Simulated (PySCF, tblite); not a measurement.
C₅H₁₀Cl₂Si.
Atom-mapped SMILES: `[CH2:1]=[CH:2][CH2:3][CH2:4][SiH2:5][CH:6]([Cl:7])[Cl:8]` (hydrogens: H9, H10 on C1; H11 on C2; H12, H13 on C3; H14, H15 on C4; H16, H17 on Si5; H18 on C6)

Cartesian coordinates in Å at the GFN2-xTB level; atoms count from 1:
```
atom  x, y, z in Å
C1    -3.2613    0.8915    0.4318
C2    -2.2641    0.7544   -0.4213
C3    -1.2484   -0.3425   -0.3712
C4     0.1597    0.2269   -0.1660
Si5    1.4868   -1.1215   -0.0858
C6     3.1886   -0.2538    0.1755
Cl7    3.1670    0.6622    1.6958
Cl8    3.5156    0.8439   -1.1803
H9    -3.4203    0.1905    1.2352
H10   -3.9658    1.7024    0.3620
H11   -2.1256    1.4739   -1.2185
H12   -1.2734   -0.9015   -1.3102
H13   -1.4890   -1.0342    0.4373
H14    0.1680    0.8138    0.7555
H15    0.3812    0.9226   -0.9790
H16    1.6155   -1.8691   -1.3391
H17    1.3202   -2.0209    1.0583
H18    4.0367   -0.9323    0.2350
```

Computed, not measured: PBE0/pcSseg-1 in PySCF (dipole) on a GFN2-xTB geometry, gas phase.

Masses are those of the commonest isotopes; rigid-rotor values at the optimised geometry. The values belong to one conformer with, in the numbering `[CH2:1]=[CH:2][CH2:3][CH2:4][SiH2:5][CH:6]([Cl:7])[Cl:8]`, C1–C2–C3–C4 -119°, C2–C3–C4–Si5 180°, C3–C4–Si5–C6 180°, C4–Si5–C6–Cl7 60°.

What are A, B and C (GHz)?

Ia = 268.40, Ib = 1023.75, Ic = 1084.51 u·Å²; 505379 MHz·u·Å²/I gives 1883, 493.7 and 466.0 MHz, that is A = 1.8830, B = 0.4937, C = 0.4660 GHz.

Classify the top.

A near-prolate asymmetric top. Ray's parameter κ = (2B − A − C)/(A − C) = -0.961; −1 is the prolate and +1 the oblate limit.

Is it planar, by Δ = Ic − Ia − Ib?

Not planar: Δ = Ic − Ia − Ib = -207.64 u·Å². For a rigid frame Δ = −2 Σ m c², so Σ m c² = 103.82 u·Å² lies off the ab plane: 18.22 from hydrogen and 85.60 from heavier atoms. The atom farthest from that plane is 2.31 Å away.

Give the other two planar moments, Paa and Pbb, and the rms extents of the mass along the axes.

Paa = Σ m a² = (Ib + Ic − Ia)/2 = 919.93 and Pbb = Σ m b² = (Ia + Ic − Ib)/2 = 164.58 u·Å². With the mass M = 167.99 u, the rms extents √(P/M) along a, b and c are 2.34, 0.99, 0.79 Å.

Which types of transition are allowed, and where do some lines up to J = 5 fall?

The dipole components are |μa| = 1.03 D, |μb| = 0.41 D, |μc| = 1.47 D. The squared components, which scale the intensities, stand as 0.49 : 0.08 : 1.00 (a : b : c). Some lines, for components of 0.1 D or more:

```tsv
type	branch	J(Ka,Kc)	MHz	lower level (cm⁻¹)
b	Q	3(1,2) ← 3(0,3)	1488	0.192
a	R	2(0,2) ← 1(0,1)	1919	0.032
a	R	3(0,3) ← 2(0,2)	2877	0.096
a	R	3(2,2) ← 2(2,1)	2879	0.283
c	R	2(1,1) ← 1(0,1)	3364	0.032
a	R	4(1,4) ← 3(1,3)	3782	0.236
b	Q	4(2,2) ← 4(1,3)	4078	0.371
b	Q	2(2,1) ← 2(1,2)	4251	0.141
a	R	5(0,5) ← 4(0,4)	4790	0.320
a	R	5(2,4) ← 4(2,3)	4797	0.507
b	R	2(2,1) ← 1(1,0)	6115	0.079
c	R	2(2,1) ← 1(1,1)	6143	0.078
b	R	3(2,1) ← 2(1,2)	7132	0.141
c	R	5(2,4) ← 4(1,4)	9146	0.362
b	R	3(3,1) ← 2(2,0)	9894	0.283
b	R	3(3,0) ← 2(2,1)	9895	0.283
c	R	5(4,1) ← 4(3,1)	14620	0.741
```

Its GFN2-xTB frequencies are all real (lowest 32 cm⁻¹). These are rigid-rotor constants of the computed structure; measured ground-state constants (B0) also hold zero-point vibration. Quadrupole hyperfine structure (35Cl) is left out.

On Arm Neoverse N1, one thread, no GPU (shared host), this took 68 s and 0.93 GiB of memory at its peak. This is the PBE0/pcSseg-1 job that gave the dipole, with the shieldings it also computed.
